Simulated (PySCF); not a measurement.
Bonds: Si1-C2, Si1-C7, Si1-C12, Si1-C17, C2-C3, C7-C8, C12-C13, C17-C18, C18-C19, C19-C20. C2 carries H4; C3 carries H5, H6; C7 carries H9; C8 carries H10, H11; C12 carries H14; C13 carries H15, H16; C17 carries H21, H22; C18 carries H23, H24; C19 carries H25, H26; C20 carries H27, H28, H29.

Geometry: PBE0-D3(BJ)/def2-SVP; GIAO absolute shieldings from PySCF, gas phase, non-relativistic, averaged over equivalent atoms.

At B3LYP/pcSseg-1 (284 basis functions):
| atoms | σ (ppm) |
| --- | --- |
| Si1 | 350.5 |
| C3/C8/C13 | 33.3 |
| C2/C7/C12 | 35.4 |
| C19 | 149.6 |
| C18 | 150.7 |
| C17 | 164.5 |
| C20 | 165.0 |
| H4/H9/H14 | 25.14 |
| H5/H6/H10/H11/H15/H16 | 25.21 |
| H25/H26 | 30.02 |
| H23/H24 | 30.03 |
| H27/H28/H29 | 30.40 |
| H21/H22 | 30.81 |

**Question.** Estimate the result of repeating the calculation with PBE0/pcSseg-1.

**Answer.** 
```
                atoms  σ at PBE0/pcSseg-1  change
                  Si1               364.1   +13.6
            C3/C8/C13                37.0    +3.7
            C2/C7/C12                41.5    +6.1
                  C19               156.5    +6.9
                  C18               157.5    +6.8
                  C17               170.9    +6.4
                  C20               170.9    +5.9
            H4/H9/H14               24.91   -0.23
H5/H6/H10/H11/H15/H16               24.95   -0.26
              H25/H26               29.93   -0.09
              H23/H24               29.94   -0.09
          H27/H28/H29               30.31   -0.09
              H21/H22               30.70   -0.11
```

The largest change is at Si1 (silicon bonded to 4 C). Cost: 284 basis functions. The order of the carbon signals is the same at both levels.
